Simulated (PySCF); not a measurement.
WO⁺ at PBE

Level: PBE. basis W def2-TZVPPD with ECP60, O def2-TZVPPD; scalar-relativistic core potentials; PySCF 2.14.

```
state                                                                                                             : ⁴Σ⁻ (quartet), unpaired electrons σ ↑, δ ↑↑
bond length                                                                                                       : 1.650 Å
harmonic wavenumber                                                                                               : 1085 cm⁻¹
force constant                                                                                                    : 10.2 mdyn/Å
rotational constant Be                                                                                            : 0.4208 cm⁻¹
anharmonicity ωexe                                                                                                : 4.08 cm⁻¹
vibration–rotation constant αe                                                                                    : 0.00200 cm⁻¹
bond order (Mayer)                                                                                                : 2.61
dipole moment (positive dipole points towards O; it is taken about the centre of mass and depends on that origin) : -2.97 D
```

De is left out where the level can put another filling of the metal’s s and d shells below the measured ground configuration, by anything from nothing to about 1 eV. These are scalar-relativistic numbers at best; spin–orbit coupling would shift them, the dissociation energy most. With d or f electrons several states lie close, and the lowest PBE0 determinant need not be the measured ground state.
